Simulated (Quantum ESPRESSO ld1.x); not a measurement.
Sc, 21 electrons, occupied as [Ar] 3d1 4s2 (the NIST ground configuration). Calculated with ld1.x of Quantum ESPRESSO 7.5: Dirac Kohn-Sham, PBEsol, spin-unpolarised, spherical densities, point nucleus; open shells fill j = l - 1/2 first.

Spin-orbit splittings of the eigenvalues, e(l+1/2) - e(l-1/2), with zeta = 2 splitting/(2l+1) and mean radii in bohr:

shell  occ.  splitting (eV)  zeta (eV)  <r> j=l-1/2  <r> j=l+1/2
2p        6           4.633      3.089       0.3061       0.3087
3p        6               ?          ?        1.164        1.172
3d        1         0.03030    0.01212        1.864        1.871

Estimate the 3p splitting.

Answer. 0.5110 eV (zeta = 0.3407 eV).
